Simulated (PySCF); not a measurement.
How methods differ on the excitation energy of Ni²⁺

Ni²⁺ [Ar] 3d8 (3F) → Ni²⁺ [Ar] 3d7 4s1 (5F), as a difference of total energies. Calculation: PySCF 2.14, in x2c-QZVPPall with one added diffuse shell each of s, p, d, f, g type (12s8p7d5f3g, 133 functions); the spin-free X2C one-electron Hamiltonian (Gaussian nucleus). Correlated levels: valence: [Ar] frozen; valence and next inner shell: [Ne] frozen. The calculations carry no spin-orbit coupling.

```tsv
method	excitation energy (cm⁻¹)
UHF	40748
LDA	54571
PBE	52984
PBE0	51775
r2SCAN	52078
PBEsol	53587
PW91	53303
B3LYP	51962
MP2 (valence)	54069
SCS-MP2 (valence)	55516
MP2 (valence and next inner shell)	56050
SCS-MP2 (valence and next inner shell)	56152
```

A first-order spin-orbit estimate (lowest level to lowest level, LS coupling) adds -0.011 eV.
